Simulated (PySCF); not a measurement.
Bonding in `Cc1nccnc1F`

Species: C₅H₅FN₂.
Atom-mapped SMILES: `[CH3:1][c:2]1[n:3][cH:4][cH:5][n:6][c:7]1[F:8]` (hydrogens: H9, H10, H11 on C1; H12 on C4; H13 on C5)

Cartesian coordinates in Å at the GFN2-xTB level; atoms count from 1:
```xyz
13
C5H5FN2 angstrom
C     -1.9987   -0.4871    0.1050
C     -0.5469   -0.1604    0.0349
N      0.3403   -1.1032    0.3108
C      1.6309   -0.8009    0.2452
C      2.0633    0.4681   -0.1000
N      1.1922    1.4306   -0.3815
C     -0.0763    1.1136   -0.3131
F     -0.9503    2.0878   -0.5991
H     -2.4674   -0.3182   -0.8634
H     -2.1227   -1.5255    0.3963
H     -2.4926    0.1598    0.8286
H      2.3167   -1.6026    0.4781
H      3.1071    0.7386   -0.1597
```

Bond orders from the PBE0/pcSseg-1 density (PySCF). Geometry: GFN2-xTB; no solvent, vibrations or thermal averaging.

Q: Where do the orders between heavy atoms depart from those drawn in the SMILES?

A: The largest departure is 0.260, at C7–C2 (drawn aromatic, 1.240), counting aromatic bonds as 1.5. The bonds drawn aromatic range from 1.24 to 1.52.

Q: Set the Mayer orders of the bonds beside their lengths.

A: 
```json
{"bond": "C1–C2", "drawn as": "single", "length (Å)": "1.490", "Mayer order": "1.025"}
{"bond": "C2–N3", "drawn as": "aromatic", "length (Å)": "1.324", "Mayer order": "1.496"}
{"bond": "N3–C4", "drawn as": "aromatic", "length (Å)": "1.327", "Mayer order": "1.453"}
{"bond": "C4–C5", "drawn as": "aromatic", "length (Å)": "1.384", "Mayer order": "1.389"}
{"bond": "C5–N6", "drawn as": "aromatic", "length (Å)": "1.328", "Mayer order": "1.423"}
{"bond": "N6–C7", "drawn as": "aromatic", "length (Å)": "1.309", "Mayer order": "1.516"}
{"bond": "C7–F8", "drawn as": "single", "length (Å)": "1.340", "Mayer order": "0.981"}
{"bond": "C7–C2", "drawn as": "aromatic", "length (Å)": "1.402", "Mayer order": "1.240"}
{"bond": "C1–H9", "drawn as": "single", "length (Å)": "1.089", "Mayer order": "0.949"}
{"bond": "C1–H10", "drawn as": "single", "length (Å)": "1.086", "Mayer order": "0.951"}
{"bond": "C1–H11", "drawn as": "single", "length (Å)": "1.089", "Mayer order": "0.950"}
{"bond": "C4–H12", "drawn as": "single", "length (Å)": "1.080", "Mayer order": "0.969"}
{"bond": "C5–H13", "drawn as": "single", "length (Å)": "1.080", "Mayer order": "0.968"}
```

By pair of heavy elements: C–C: lowest C1–C2 (1.025, 1.490 Å), highest C4–C5 (1.389, 1.384 Å). C–N: lowest C5–N6 (1.423, 1.328 Å), highest N6–C7 (1.516, 1.309 Å).

Q: Sum the orders of all bonds at each heavy atom with more than one neighbour and set the sums beside the valence in the SMILES.

A: C1 3.875 (drawn 4), C2 3.761 (drawn 4), N3 2.949 (drawn 3), C4 3.811 (drawn 4), C5 3.780 (drawn 4), N6 2.939 (drawn 3), C7 3.737 (drawn 4). Orders between atoms that aren't bonded are not in these sums.

The Mayer order sums products of elements of PS (density times overlap matrix) between the two atoms' basis functions, so it depends on the basis set.
